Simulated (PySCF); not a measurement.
# Running PySCF for CSe

File input.py (PySCF 2.14):

```python
from pyscf import gto, scf

mol = gto.M(
    atom='C 0 0 0; Se 0 0 1.916',
    basis='6-31g*',
    charge=0,
    spin=0,
    symmetry=True,
    verbose=4,
)
mf = scf.RHF(mol)
mf.kernel()
mf.analyze()
print('orbital energies (hartree):', mf.mo_energy[..., max(0, mol.nelec[1]-3):mol.nelec[0]+3].round(4))
```

```bash
$ OMP_NUM_THREADS=1 python input.py
```

It prints (some set-up lines and the per-cycle HOMO/LUMO lines with their warnings removed):

```
PySCF version 2.14.0

[INPUT] verbose = 4
[INPUT] num. atoms = 2
[INPUT] num. electrons = 40
[INPUT] charge = 0
[INPUT] spin (= nelec alpha-beta = 2S) = 0
[INPUT] symmetry True subgroup None
[INPUT] Mole.unit = angstrom
[INPUT] Symbol           X                Y                Z      unit          X                Y                Z       unit  Magmom
[INPUT]  1 C      0.000000000000   0.000000000000   0.000000000000 AA    0.000000000000   0.000000000000   0.000000000000 Bohr   0.0
[INPUT]  2 Se     0.000000000000   0.000000000000   1.916000000000 AA    0.000000000000   0.000000000000   3.620715254667 Bohr   0.0

nuclear repulsion = 56.342458782714
point group symmetry = Coov
symmetry origin: [0.         0.         3.07760797]
symmetry axis x: [1. 0. 0.]
symmetry axis y: [0. 1. 0.]
symmetry axis z: [0. 0. 1.]
num. orbitals of irrep A1 = 18
num. orbitals of irrep E1x = 10
num. orbitals of irrep E1y = 10
num. orbitals of irrep E2x = 4
num. orbitals of irrep E2y = 4
number of shells = 18
number of NR pGTOs = 122
number of NR cGTOs = 46
basis = 6-31g*
ecp = {}

******** <class 'pyscf.scf.hf_symm.SymAdaptedRHF'> ********
method = SymAdaptedRHF
initial guess = minao
damping factor = 0
level_shift factor = 0
DIIS = <class 'pyscf.scf.diis.CDIIS'>
diis_start_cycle = 1
diis_space = 8
diis_damp = 0
SCF conv_tol = 1e-09
SCF conv_tol_grad = None
SCF max_cycles = 50
direct_scf = True
direct_scf_tol = 1e-13
Freeze 0 electrons in irreps []
    40 free electrons in irreps A1 E1x E1y E2x E2y
Set gradient conv threshold to 3.16228e-05
Initial guess from minao.
init E= -2436.07370003928
cycle= 1 E= -2437.13102976372  delta_E= -1.06  |g|= 0.556  |ddm|= 1.52
cycle= 2 E= -2436.94857675645  delta_E= 0.182  |g|= 1.02  |ddm|= 1.49
cycle= 3 E= -2437.26114869182  delta_E= -0.313  |g|= 0.0633  |ddm|= 0.835
cycle= 4 E= -2437.26375919702  delta_E= -0.00261  |g|= 0.027  |ddm|= 0.117
cycle= 5 E= -2437.26441598897  delta_E= -0.000657  |g|= 0.0151  |ddm|= 0.0642
cycle= 6 E= -2437.26463702814  delta_E= -0.000221  |g|= 0.00755  |ddm|= 0.0399
cycle= 7 E= -2437.26470942506  delta_E= -7.24e-05  |g|= 0.00173  |ddm|= 0.0309
cycle= 8 E= -2437.26471385133  delta_E= -4.43e-06  |g|= 0.00027  |ddm|= 0.00864
cycle= 9 E= -2437.26471391026  delta_E= -5.89e-08  |g|= 3.62e-05  |ddm|= 0.00105
cycle= 10 E= -2437.26471391081  delta_E= -5.51e-10  |g|= 4.02e-06  |ddm|= 8.23e-05
Extra cycle  E= -2437.26471391081  delta_E= -2.27e-12  |g|= 3.18e-06  |ddm|= 7.94e-06
converged SCF energy = -2437.26471391081
**** SCF Summaries ****
Total Energy =                       -2437.264713910808950
Nuclear Repulsion Energy =              56.342458782713990
One-electron Energy =                -3505.037471869957244
Two-electron Energy =                 1011.430299176434460
Two-electron Coulomb Energy =         1101.821421594272124
DFT Exchange-Correlation Energy =      -90.391122417837664
Wave-function symmetry id = 0
**** MO energy ****
[9 lines left out]
MO #10 (E1y #2), energy= -6.68119093503023 occ= 2
MO #11 (A1 #7), energy= -2.6516281130818 occ= 2
MO #12 (E1x #3), energy= -2.64917402974318 occ= 2
MO #13 (E1y #3), energy= -2.64917402974318 occ= 2
MO #14 (E2x #1), energy= -2.64543803266164 occ= 2
MO #15 (E2y #1), energy= -2.64543803266164 occ= 2
MO #16 (A1 #8), energy= -0.973950873608326 occ= 2
MO #17 (A1 #9), energy= -0.709764150076881 occ= 2
MO #18 (A1 #10), energy= -0.452656365147058 occ= 2
MO #19 (E1x #4), energy= -0.387252844673025 occ= 2
MO #20 (E1y #4), energy= -0.387252844673025 occ= 2
MO #21 (E1x #5), energy= 0.0189497504665415 occ= 0
MO #22 (E1y #5), energy= 0.0189497504665415 occ= 0
MO #23 (A1 #11), energy= 0.147722764521004 occ= 0
[23 lines left out]
 ** Mulliken pop on meta-lowdin orthogonal AOs  **
 ** Mulliken pop  **
pop of  0 C 1s            1.99999
pop of  0 C 2s            1.80483
pop of  0 C 3s            0.00455
pop of  0 C 2px           0.42018
pop of  0 C 2py           0.42018
pop of  0 C 2pz           1.27794
pop of  0 C 3px           0.00154
pop of  0 C 3py           0.00154
pop of  0 C 3pz           0.00059
pop of  0 C 3dxy          0.00000
pop of  0 C 3dyz          0.00163
pop of  0 C 3dz^2         0.00464
[34 lines left out]
 ** Mulliken atomic charges  **
charge of    0C =      0.06077
charge of    1Se =     -0.06077
Dipole moment(X, Y, Z, Debye):  0.00000,  0.00000,  0.18923
orbital energies (hartree): [-0.4527 -0.3873 -0.3873  0.0189  0.0189  0.1477]
```

In short: E(SCF) = -2437.264714 Eh, 10 cycles, μz(SCF) = 0.19 D.

It ran on Arm Neoverse V2 (1 thread, shared host) in 0.82 s.

Stability towards an unrestricted solution was not tested. The bond length is a typed value, not an optimised one.
